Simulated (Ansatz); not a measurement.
Born–Oppenheimer molecular dynamics of Cl₂H₅O₂PSn (11 atoms, charge 0, multiplicity 1). It starts at the highest image of a converged band. Of that band: Neighbouring images differ by up to 1.2 eV, so the band resolves the path poorly. A vibrational analysis at the climbing image gives one clearly imaginary mode, 1161i cm⁻¹: a first-order saddle point.

Method: RKS BLYP/def2-SVP (Ansatz 0.2.0).

* ensemble: NVE (velocity Verlet)
* time step: 0.5 fs
* steps asked: 200
* starting velocities drawn for: 100 K
* seed: 6216

First frame:

```xyz
11
Properties=species:S:1:pos:R:3
Sn 0.213 0.190 0.020
O -0.294 0.204 2.112
H -1.212 0.018 2.419
O 2.124 -0.159 -0.548
H 2.137 -1.057 -0.949
Cl -1.175 1.570 -1.381
Cl -0.724 -1.992 -0.383
P 1.359 2.558 1.585
H 2.472 1.906 0.960
H 0.791 3.131 0.403
H 0.302 1.365 2.123
```

(1) How far do the bonds stretch over the last three quarters of this one trajectory? (Pairs bonded in most of those frames.)

Answers

(1) 
| bond | mean (Å) | spread (Å) | shortest | longest |
| --- | --- | --- | --- | --- |
| Sn1–O4 | 2.033 | 0.017 | 2.01 | 2.06 |
| Sn1–Cl6 | 2.458 | 0.051 | 2.37 | 2.51 |
| Sn1–Cl7 | 2.444 | 0.028 | 2.36 | 2.47 |
| Sn1–P8 | 2.688 | 0.229 | 2.35 | 3.02 |
| O2–H3 | 0.982 | 0.014 | 0.95 | 1.01 |
| O2–H11 | 0.991 | 0.050 | 0.91 | 1.07 |
| O4–H5 | 0.983 | 0.011 | 0.97 | 1.00 |
| P8–H9 | 1.441 | 0.003 | 1.44 | 1.45 |
| P8–H10 | 1.440 | 0.004 | 1.43 | 1.45 |

Pairs bonded in part of these frames only: Sn1–O2 25 %.

Mean temperature of the second half: 693 K. The conserved energy stayed within 0.23 meV per atom of its start (net change -0.13 meV per atom), so the integration is sound. The kinetic energy rose, since the run started high on the potential surface and went downhill. It ends in pieces (Cl2H3OPSn + H2O), so much of that is their flight and rotation, not heat. A run of 0.1 ps of so small a system gives no equilibrium averages. The orbitals stay closed-shell, which can raise the energy where a bond breaks towards radicals; this wasn't checked here.

Time of the run: 4.5 min on 4 threads of AMD EPYC 7B13 (Zen 3) (shared host), peak memory 0.22 GiB.
